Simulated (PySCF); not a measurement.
SMILES C=C[Si](O)(OC)OC (C4H10O3Si), GFN2-xTB optimised geometry.

```
18

C     -0.59    -3.46     2.13
C     -1.21    -2.49     1.48
Si    -0.50    -1.55     0.00
O     -0.94    -2.25    -1.41
O      1.12    -1.55     0.00
C      1.97    -0.99     0.96
O     -1.01    -0.01     0.00
C     -2.28     0.47    -0.34
H     -1.02    -3.97     2.98
H      0.39    -3.80     1.83
H     -2.20    -2.21     1.84
H     -0.45    -3.00    -1.73
H      1.79    -1.43     1.94
H      3.00    -1.20     0.65
H      1.82     0.09     1.02
H     -2.64     0.01    -1.26
H     -2.20     1.55    -0.48
H     -3.00     0.27     0.46
```

Density from B3LYP/def2-SVP (PySCF) at that geometry.

Minimum of the electron density along straight lines between bonded atoms, close to the bond critical point (lines longer than 1.1 times the sum of covalent radii, or with two minima, are not listed):

```tsv
bond	length / Å	ρ at the minimum / e bohr⁻³	∇²ρ there / e bohr⁻⁵	position (fraction from the first atom)
C1–C2	1.324	0.344	(withheld)	0.51
C2–Si3	1.895	(withheld)	0.33	0.62
Si3–O4	1.629	0.130	1.08	0.41
Si3–O5	1.624	0.130	1.09	0.41
O5–C6	1.399	0.256	-0.30	0.66
Si3–O7	1.624	0.130	1.09	0.41
O7–C8	1.400	0.254	-0.30	0.66
C1–H9	1.080	0.283	-1.08	0.63
C1–H10	1.078	0.284	-1.09	0.63
C2–H11	1.084	0.277	-1.02	0.63
O4–H12	0.953	0.355	(withheld)	0.82
C6–H13	1.092	0.283	-1.07	0.63
C6–H14	1.091	0.284	-1.09	0.64
C6–H15	1.091	0.284	-1.09	0.64
C8–H16	1.091	0.284	-1.10	0.64
C8–H17	1.090	0.284	-1.10	0.64
C8–H18	1.093	0.282	-1.07	0.63
```

**Question.** What belongs in the gaps?

**Answer.** 
- C1–C2, ∇²ρ there / e bohr⁻⁵: -0.93
- C2–Si3, ρ at the minimum / e bohr⁻³: 0.114
- O4–H12, ∇²ρ there / e bohr⁻⁵: -2.43
